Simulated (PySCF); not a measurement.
Geometry:
```csv
atom,x (Å),y (Å),z (Å)
C1,-1.348,1.832,1.987
C2,-1.122,1.182,1.001
Si3,-0.756,0.180,-0.526
O4,-1.938,-0.859,-0.878
C5,-3.269,-0.546,-1.124
O6,0.433,-0.892,-0.305
C7,1.735,-0.787,0.012
C8,2.514,-1.872,0.053
C9,2.261,0.544,0.317
N10,3.479,0.720,0.581
H11,-1.549,2.396,2.852
H12,-0.484,1.114,-1.623
H13,-3.359,0.148,-1.964
H14,-3.727,-0.084,-0.246
H15,-3.796,-1.470,-1.363
H16,3.549,-1.762,0.311
H17,2.125,-2.849,-0.164
H18,1.498,1.333,0.291
H19,3.745,1.680,0.782
```

Theory: shielding tensors at PBE0/pcSseg-1 (GIAO), geometry: GFN2-xTB, in PySCF (relativity neglected, in vacuum, one averaged value for each set of equivalent atoms, one conformer).

Shifts are taken against calculated references (same method and geometry level): 13C (186.93 ppm) and 1H (31.72 ppm) and 29Si (349.16 ppm) against TMS; 17O (336.08 ppm) vs H2O; 15N (267.73 ppm) against NH3.

```json
{"atoms": "Si3", "nucleus": "29Si", "count": "1", "δ (ppm)": "-60.9"}
{"atoms": "H19", "nucleus": "1H", "count": "1", "δ (ppm)": "11.11"}
{"atoms": "H12", "nucleus": "1H", "count": "1", "δ (ppm)": "?"}
{"atoms": "C9", "nucleus": "13C", "count": "1", "δ (ppm)": "167.9"}
{"atoms": "O6", "nucleus": "17O", "count": "1", "δ (ppm)": "?"}
{"atoms": "H11", "nucleus": "1H", "count": "1", "δ (ppm)": "1.94"}
{"atoms": "O4", "nucleus": "17O", "count": "1", "δ (ppm)": "?"}
{"atoms": "H17", "nucleus": "1H", "count": "1", "δ (ppm)": "5.09"}
{"atoms": "C2", "nucleus": "13C", "count": "1", "δ (ppm)": "89.0"}
{"atoms": "H18", "nucleus": "1H", "count": "1", "δ (ppm)": "8.30"}
{"atoms": "C1", "nucleus": "13C", "count": "1", "δ (ppm)": "101.5"}
{"atoms": "C8", "nucleus": "13C", "count": "1", "δ (ppm)": "105.4"}
{"atoms": "C5", "nucleus": "13C", "count": "1", "δ (ppm)": "50.1"}
{"atoms": "H16", "nucleus": "1H", "count": "1", "δ (ppm)": "6.37"}
{"atoms": "H13/H14/H15", "nucleus": "1H", "count": "3", "δ (ppm)": "3.88"}
{"atoms": "N10", "nucleus": "15N", "count": "1", "δ (ppm)": "?"}
{"atoms": "C7", "nucleus": "13C", "count": "1", "δ (ppm)": "?"}
```

Question: Fill in the missing shifts.

Answer: 
- C7: 159.7 ppm, carbon bonded to 2 C, O
- H12: 4.95 ppm, hydrogen on a silicon bonded to C, 2 O
- O6: 121.1 ppm, oxygen bonded to C, Si
- O4: 20.1 ppm, oxygen bonded to C, Si
- N10: 354.8 ppm, nitrogen bonded to C, H

Exchangeable OH/NH protons stand at their gas-phase positions; hydrogen bonding in a real sample shifts them, mostly to higher δ. Shifts are as computed. Against solution values, carbons near 30 ppm lie about +3 ppm off and those near 130 ppm about +5 ppm. Of 1309 compounds with measured shifts, 239 miss one by over three times the rms of a fit or turn the order of signals round; such compounds aren't used in these exercises. Experimental scales use liquid or dissolved standards, which lie at an offset from isolated NH3 (liquid NH3: subtract about 20 ppm) and H2O (liquid H2O: subtract about 36 ppm). Unscaled 15N shifts of sp2 nitrogen come out 20 to 40 ppm too high even then.
